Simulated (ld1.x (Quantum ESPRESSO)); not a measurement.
**How hard is this lanthanum (La) TM potential?**

* Element: La (Z = 57)
* Generator: ld1.x (Quantum ESPRESSO) 7.5
* Type: norm-conserving Troullier–Martins (Kleinman–Bylander form)
* Functional: PBE
* Relativity: scalar-relativistic
* Frozen core: [Kr] 4d10
* Valence charge: 11
* Reference configuration: 4f0 5s2 5p6 5d1 6s1.5 6p0.5
* Partial waves: 5p (bound): rc 1.90 bohr; 5d (bound): rc 2.25 bohr; 4f (bound, empty): rc 1.70 bohr; 5s (bound): rc 2.10 bohr
* Local potential: the s channel
* Core correction: Bessel-smoothed model core inside 0.95 bohr

Occupied shells without a wave of their own: 6p, 6s. They enter only through the test configuration that unscreens the potential, and ld1.x also counts them in the model core charge.

The pseudo-atom Hamiltonian at the reference potential is diagonalised in spherical Bessel functions j_l(qr) that vanish at 20 bohr, with q² up to the cutoff. All-electron valence levels (Ry): 5p -1.6873, 6p -0.1187, 5d -0.2600, 4f -0.3607, 5s -2.9024, 6s -0.2935.

Task: How do the lowest levels (Ry) of each channel move with the cutoff, and are there ghosts?

Result:

```csv
cutoff (Ry),p #1,p #2,d #1,f #1,f #2,s #1,s #2,Σ f·Δε (mRy)
8,-1.6238,-0.1148,-0.2459,0.0748,0.1787,-2.7579,-0.2953,715.3
15,-1.6513,-0.1167,-0.2598,0.0747,0.1780,-2.8835,-0.3101,262.2
25,-1.6842,-0.1195,-0.2600,0.0747,0.1778,-2.8926,-0.3134,39.7
40,-1.6858,-0.1196,-0.2600,0.0747,0.1774,-2.9019,-0.3142,10.4
55,-1.6872,-0.1198,-0.2600,0.0744,0.1741,-2.9021,-0.3143,1.4
80,-1.6873,-0.1198,-0.2600,-0.2169,0.0755,-2.9024,-0.3143,0.2
400,-1.6873,-0.1198,-0.2600,-0.3607,0.0753,-2.9024,-0.3143,0.0
```

Result: no extra level below or beside the all-electron valence levels (p, d, f, s tested); 10 mRy is reached at 45 Ry and 1 mRy at 60 Ry.

The cutoffs count occupied waves only; the empty 4f level needs 110 Ry at the loose tolerance. The potential misses its own reference levels by up to 0.3 eV. ld1.x takes every shell without a wave as core, so the model core holds the 6p, 6s electrons as well and exchange and correlation see them twice. This cancels in the reference configuration, but the file is broken for other ones, and its errors say nothing about a proper core correction. 1 of 7 tests not solved or not reliable.
